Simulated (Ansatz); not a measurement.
CH3BNSi, SMILES `[C-]#[N+][B-][SiH3]` (excited singlet) (charge -1, multiplicity 1). This singlet is an excited state, 0.26 eV above the relaxed triplet at the level B3LYP/aug-cc-pVTZ // PBE0-D3(BJ)/def2-TZVPD (Ansatz, a quantum-chemistry and plane-wave program).

The numbers are results of LC-ωPBE/aug-cc-pVTZ // PBE0-D3(BJ)/def2-TZVPD (Ansatz), not measurements.

Ansatz 0.2 input:
```yaml
crystal:
  periodic: [false, false, false]
  atoms:
    - { symbol: C, position_ang: [3.008036, -0.192317, 0.278712] }
    - { symbol: N, position_ang: [1.87801, -0.415255, 0.556924] }
    - { symbol: B, position_ang: [0.561672, -0.763652, 0.975151] }
    - { symbol: Si, position_ang: [-0.954348, 0.167334, 0.035587] }
    - { symbol: H, position_ang: [-1.862417, -0.867127, -0.566981] }
    - { symbol: H, position_ang: [-1.80632, 0.865168, 1.057811] }
    - { symbol: H, position_ang: [-0.824627, 1.205849, -1.076106] }
basis:
  gaussian: { orbitals: aug-cc-pVTZ }
hamiltonian:
  xc: lc_wpbe
total_charge: -1
```

Output:

```
Functional definition: LC-wPBE
1163 factors; their error is unknown
605 factors; integrals over basis functions are off by at most 3.1e-5 eV
mean field evaluation 1: about -11122.5681 eV, gradient 1.7e1 eV
mean field evaluation 2: about -11123.4641 eV, gradient 1.0e1 eV
mean field evaluation 4: about -11123.7351 eV, gradient 1.7e0 eV
mean field evaluation 8: about -11123.7487 eV, gradient 1.7e-1 eV
mean field evaluation 16: about -11123.7206 eV, gradient 2.1e-4 eV
mean field -11123.72064172 eV, -408.7891936547 hartree, gradient 3.1e-5 eV, S^2 0.000000; 0 other end points of the search recorded, 0 dependent functions left out
reference -11123.72064174 eV, -408.7891936551 hartree; 18, 18 occupied and 239, 239 virtual orbitals, 1163 factors
Total energy: -11123.72064174 eV, -408.7891936551 hartree
```
